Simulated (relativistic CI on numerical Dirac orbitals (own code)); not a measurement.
# Ba⁺: computed level list

Computed by Dirac-Coulomb-Breit CI, orbitals from a KLI potential per configuration, a model potential for QED, valence Slater integrals scaled by 0.85, P86 correlation estimate, and configurations built on the next ion tied to the tabulated ionisation energy (semi-empirical) (own radial code, finite nucleus).

Configurations in the expansion (outside the closed core [Xe]): 6s, 5d, 6p, 7s, 6d, 4f, 7p, 5f, 6f, 8s, 7d, 8p, 8d, 5g. Levels of other configurations are missing.

The lowest level is 6s 2S_1/2, with 100 % of that term; Hund's rules for 6s give 2S with J = 1/2, in agreement.

```
No.  Configuration  Term    J  E (eV)    %  Next component (%)  Landé g
  1             6s    2S  1/2  0.0000  100                        2.002
  2             5d    2D  3/2  0.7728  100                        0.799
  3             5d    2D  5/2  0.8321  100                        1.200
  4             6p   2P°  1/2  2.6360  100                        0.666
  5             6p   2P°  3/2  2.8051  100                        1.334
  6             7s    2S  1/2  5.2820  100                        2.002
  7             6d    2D  3/2  5.6724  100                        0.800
  8             6d    2D  5/2  5.6949  100                        1.200
  9             7p   2P°  1/2  6.1714  100                        0.666
 10             7p   2P°  3/2  6.2334  100                        1.334
 11             4f   2F°  5/2  6.5960   93            5 5f 2F°    0.857
 12             4f   2F°  7/2  6.6246   96            2 6f 2F°    1.143
 13             8s    2S  1/2  7.2113  100                        2.002
 14             7d    2D  3/2  7.4193  100                        0.800
 15             7d    2D  5/2  7.4308  100                        1.200
 16             8p   2P°  1/2  7.6468  100                        0.666
 17             8p   2P°  3/2  7.6759  100                        1.334
 18             5g    2G  9/2  7.8271  100                        1.111
 19             5g    2G  7/2  7.8271  100                        0.889
 20             5f   2F°  7/2  7.9310   97            2 4f 2F°    1.143
 21             5f   2F°  5/2  7.9447   86           11 6f 2F°    0.857
 22             8d    2D  3/2  8.3065  100                        0.800
 23             8d    2D  5/2  8.3127  100                        1.200
 24             6f   2F°  7/2  8.6111   96            3 4f 2F°    1.143
 25             6f   2F°  5/2  8.7253   86            9 5f 2F°    0.857
```

Energies count from the lowest computed level; ° marks odd parity.

The mean weight of the leading LS term, summed over parents, in these 25 levels is 98 %, and that of the leading jj configuration (from the same eigenvectors) 98 %.

Configurations that consist of the next ion and one excited electron were tied to the tabulated ionisation energy; Rydberg ones are usually within 1,000 to 3,000 cm⁻¹ and the lowest ones within about 6,000 (9,000 in d shells), while levels on excited terms of the next ion carry the error of that term, and the other configurations can be misplaced by 10,000 cm⁻¹ or more. Rates follow the energies as ν³ (E1, M1) or ν⁵ (E2), so rates, branching and lifetimes can be off by large factors. The fine structure of a lone outer electron comes out too small, for d and f at times inverted, and misplaced configurations move strength between like terms. 11 of the 11 excited levels that our extract of the measured tables holds in this range could be paired (the sources list more); they are missed by 1388 cm⁻¹ on average and 4948 at most, and levels without a partner can miss by more.
